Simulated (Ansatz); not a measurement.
Basis-set series for `[NH2][Ga]([SH])[Cl]`. The species carries charge 0 and has multiplicity 1. The structure was optimised at the PBE0-D4/def2-TZVP level. It is one conformer, not always the lowest.

| functional | basis | functions | energy (Eh) | HOMO (eV) | LUMO (eV) |
| --- | --- | --- | --- | --- | --- |
| PBE0-D4 | def2-SVP | 97 | -2838.76472 | -7.39 | -0.40 |
| PBE0-D4 | def2-QZVPP | 376 | -2839.45094 | -7.65 | -0.87 |
| ωB97M-V | def2-SVP | 97 | -2839.19728 | -9.61 | 1.50 |
| ωB97M-V | def2-QZVPP | 376 | -2839.87890 | -9.91 | 0.75 |

(1) Give the rows for def2-TZVPP. (Best estimate.)

## Answers

(1) Computed: 
| functional | basis | functions | energy (Eh) | HOMO (eV) | LUMO (eV) |
| --- | --- | --- | --- | --- | --- |
| PBE0-D4 | def2-TZVPP | 205 | -2839.37823 | -7.60 | -0.69 |
| ωB97M-V | def2-TZVPP | 205 | -2839.80896 | -9.85 | 1.13 |

Positive LUMOs are unbound and depend on the basis. Scalar relativity is left out up to krypton.
